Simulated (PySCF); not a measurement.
SMILES C[C@H]1[Se]C[C@@H]1C=O, C$_{5}$H$_{8}$OSe

Geometry:
```csv
atom,x (Å),y (Å),z (Å)
C1,1.828,-0.206,-0.776
C2,0.350,-0.454,-0.622
Se3,-0.209,-2.254,0.082
C4,-1.254,-0.853,1.021
C5,-0.345,0.278,0.546
C6,-1.031,1.518,0.056
O7,-0.584,2.627,0.129
H8,1.997,0.843,-1.017
H9,2.357,-0.442,0.145
H10,2.236,-0.819,-1.578
H11,-0.181,-0.296,-1.565
H12,-1.303,-0.995,2.098
H13,-2.260,-0.801,0.604
H14,0.396,0.545,1.303
H15,-2.001,1.319,-0.447
```

Computed, not measured: TDDFT B3LYP/def2-SVPD circular dichroism and optical rotation, one conformer, gas phase in PySCF. Geometry: GFN2-xTB.

The molecule is flexible and this is one conformer; a measurement averages over conformers. The calculation is non-relativistic, which matters for the atoms heavier than Zn. States above about 6.2 eV (minus the energy of the highest occupied orbital) lie near or above the ionisation threshold and depend on the basis.

(1) Draw the ECD and absorption spectra from the lowest 12 states, each a Gaussian of half-width 0.25 eV at 1/e height.

Results:

(1) 
```tsv
E (eV)	λ (nm)	Δε (L mol⁻¹ cm⁻¹)	ε (L mol⁻¹ cm⁻¹)
2.78	446	+0.01	0.119
2.93	423	+0.11	0.913
3.08	403	+0.42	3.42
3.23	384	+0.76	6.25
3.38	367	+0.63	6.14
3.53	351	-0.24	9.23
3.68	337	-2.79	37.2
3.83	324	-7.42	96
3.98	312	-9.44	122
4.13	300	-5.88	76.7
4.28	290	-2.02	31
4.43	280	-1.06	29.1
4.58	271	-1.23	39.3
4.73	262	-0.90	35.6
4.88	254	-0.48	89.6
5.03	247	-0.71	446
5.18	239	+0.39	1300
5.33	233	+8.79	2290
5.48	226	+20.45	3160
5.63	220	+17.48	4030
5.78	215	+5.70	4530
5.93	209	+2.28	4200
6.08	204	+1.33	2870
6.23	199	-2.12	1510
6.38	194	-3.81	1160
6.53	190	-4.16	1840
6.68	186	-3.90	2440
```
Δε uses R in velocity form, ε uses f in length form. Only the states computed contribute, so the short-wavelength end is incomplete.
